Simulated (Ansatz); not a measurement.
CH5NOSSi, SMILES `O[SiH]1NCS1`, relaxed with RKS PBE-D4/def2-SVP in Ansatz from a rough embedded geometry. The force threshold is 0.03 eV/Å; the program also tests the step.

Total charge 0; spin multiplicity 1.

Start:

```xyz
10

O     0.783    0.928   -1.614
Si   -0.229   -0.204   -1.112
N     0.398   -0.741    0.397
C    -0.246    0.281    1.203
S    -1.708    0.431    0.221
H     1.604    1.038   -1.072
H    -0.517   -1.330   -2.054
H    -0.141   -1.639    0.530
H     0.422    1.249    1.257
H    -0.365   -0.014    2.243
```

```
        step  energy (eV)  largest force (eV/Å)  largest move (Å)
           1  -23345.7363                 4.020             0.000
           2  -23346.5654                 1.844             0.199
           3  -23346.7726                 0.615             0.158
           4  -23346.8702                 0.708             0.195
           5  -23346.9453                 0.926             0.193
           6  -23347.1177                 0.455             0.200
           7  -23347.1833                 0.659             0.200
8 (rejected)  -23347.1530                 2.162             0.127
           9  -23347.2049                 0.202             0.064
          10  -23347.2112                 0.129             0.050
          11  -23347.2119                 0.016             0.007
```

End:

```xyz
10

O     0.934    0.470   -2.158
Si   -0.160   -0.171   -1.069
N     0.425   -0.637    0.501
C    -0.410    0.169    1.380
S    -1.354    1.190    0.127
H     1.484    1.182   -1.780
H    -0.858   -1.184   -1.920
H     0.920   -1.449    0.873
H     0.156    0.846    2.060
H    -1.138   -0.417    1.985
```

It took 13 s on 4 threads of an Arm Neoverse V2 on a shared host, with 0.19 GiB of host memory at the peak.
